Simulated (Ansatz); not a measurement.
CH$_{3}$NSe (`N=C[SeH]`). Total charge 0; spin multiplicity 1. Correlated methods include outer-core shells of Se, which these sets cover unevenly. Scalar relativity is left out up to krypton.

Z-matrix (Å, degrees):
```
C
Se 1 1.903
N 1 1.257 2 119.6
H 1 1.094 2 114.0 3 180.0
H 2 1.468 1 94.0 3 -180.0
H 3 1.018 1 111.3 2 -180.0
```

Give the diagnostics of a CCSD(T)/def2-TZVPP run (frozen core, Ansatz). (An estimate is asked.)

Ansatz gave: T1 = 0.0116, largest single amplitude 0.026, largest double 0.082, (T) share of the correlation energy 4.2 %, 10 CCSD cycles. The RHF solution is stable towards an unrestricted one. T1 lies under the customary mark of 0.02 for closed shells.
